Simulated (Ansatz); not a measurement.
Relaxation of a periodic cell of 17 atoms, Rb₁₆H (host Rb, host structure bcc, interstitial H), to a largest force component of 0.03 eV/Å in at most 60 steps.

Theory: DFT PBE-D3(BJ), scalar-relativistic, plane waves, PAW (Ansatz). Settings: cutoff 420 eV, k mesh 2x2x2, fermi-dirac smearing 0.1 eV, no spin polarisation.

```xyz
17
Lattice="11.1800 0.0000 0.0000 0.0000 11.1800 0.0000 0.0000 0.0000 11.1800" Properties=species:S:1:pos:R:3
Rb 0.000 0.000 0.000
Rb 5.590 0.000 0.000
Rb 0.000 5.590 0.000
Rb 0.000 0.000 5.590
Rb 2.795 2.795 2.795
Rb 5.590 5.590 0.000
Rb 5.590 0.000 5.590
Rb 8.385 2.795 2.795
Rb 0.000 5.590 5.590
Rb 2.795 8.385 2.795
Rb 2.795 2.795 8.385
Rb 5.590 5.590 5.590
Rb 8.385 8.385 2.795
Rb 8.385 2.795 8.385
Rb 2.795 8.385 8.385
Rb 8.385 8.385 8.385
H 5.548 8.333 9.758
```

Problem. Where does it end, and by what steps?

Solution. The run converged. The force dipped under the threshold on the way, but the program's further checks kept it going. Limits of this set-up: coarse k mesh, odd electron count without spin, a small cell, in which the defect meets its images. After 6 steps the energy has fallen by 0.166 eV; Rb15 moved furthest, 0.37 Å.

```json
{"step": "0", "energy less start (eV)": "0.0000", "largest force component (eV/Å)": "0.205", "accepted": "yes"}
{"step": "1", "energy less start (eV)": "-0.0487", "largest force component (eV/Å)": "0.177", "accepted": "yes"}
{"step": "2", "energy less start (eV)": "-0.1404", "largest force component (eV/Å)": "0.041", "accepted": "yes"}
{"step": "3", "energy less start (eV)": "-0.1471", "largest force component (eV/Å)": "0.027", "accepted": "yes"}
{"step": "4", "energy less start (eV)": "-0.1514", "largest force component (eV/Å)": "0.018", "accepted": "yes"}
{"step": "5", "energy less start (eV)": "-0.1649", "largest force component (eV/Å)": "0.015", "accepted": "yes"}
{"step": "6", "energy less start (eV)": "-0.1660", "largest force component (eV/Å)": "0.007", "accepted": "yes"}
```

```xyz
17
Lattice="11.1800 0.0000 0.0000 0.0000 11.1800 0.0000 0.0000 0.0000 11.1800" Properties=species:S:1:pos:R:3
Rb -0.003 -0.173 -0.138
Rb 5.586 -0.368 0.033
Rb -0.003 5.756 -0.139
Rb -0.003 0.101 5.788
Rb 2.690 2.791 2.592
Rb 5.586 5.961 0.027
Rb 5.587 0.151 5.379
Rb 8.485 2.791 2.592
Rb -0.003 5.482 5.788
Rb 2.639 8.381 3.004
Rb 2.961 2.792 8.522
Rb 5.587 5.432 5.379
Rb 8.535 8.381 3.004
Rb 8.213 2.792 8.522
Rb 3.166 8.380 8.354
Rb 8.015 8.380 8.350
H 5.588 8.383 9.783
```

Time of the run: 72 s on 4 threads of Intel(R) Xeon(R) Platinum 8375C CPU @ 2.90GHz (Ice Lake), on a shared host, peak memory 2.9 GiB.
